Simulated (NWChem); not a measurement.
# Cl2Si

```xyz
3

Si     0.0000     0.0000     0.9417
Cl    -1.6401     0.0000    -0.3877
Cl     1.6401     0.0000    -0.3877
```
Charge 0, spin multiplicity 1.

The numbers come from NWChem runs, not from measurements. The geometry was optimised at PBE/def2-SVP, a minimum by its harmonic frequencies.

Static limit. This basis has no diffuse functions, which lowers polarisabilities.

B3LYP has NWChem's definition, with VWN1-RPA local correlation. The Pople sets run with spherical d functions. The structure started from a generated list of species.

### Question
Give the polarisability tensor in bohr³ at B3LYP/6-31G* (spherical d), VWN1-RPA local correlation, in the frame of the coordinates, and its isotropic mean.

### Answer
```
60.95   0.00   0.00
 0.00  29.99   0.00
 0.00   0.00  43.98
```
Mean (one third of the trace): 44.98 bohr³.
